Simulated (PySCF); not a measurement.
BrHOSe, SMILES [Se](Br)O.

The structure is a stationary point at B3LYP-D3(BJ)/def2-TZVP. Other conformers were not sampled.

All values below come from PySCF with B3LYP-D3(BJ)/def2-TZVP.

Frequencies are harmonic and unscaled.

Computed vibrational spectrum:
```
mode  ν (cm⁻¹)  IR (km/mol)  moving atoms (share of kinetic energy)
----  --------  -----------  --------------------------------------
1          182          0.9                O 64 %, Br 19 %, Se 10 %
2          287         13.2                        Se 54 %, Br 44 %
3          460        111.2                           H 90 %, O 9 %
4          667         77.4                         O 81 %, Se 17 %
5         1113         54.0                                  H 94 %
6         3758         95.0                                  H 94 %
```
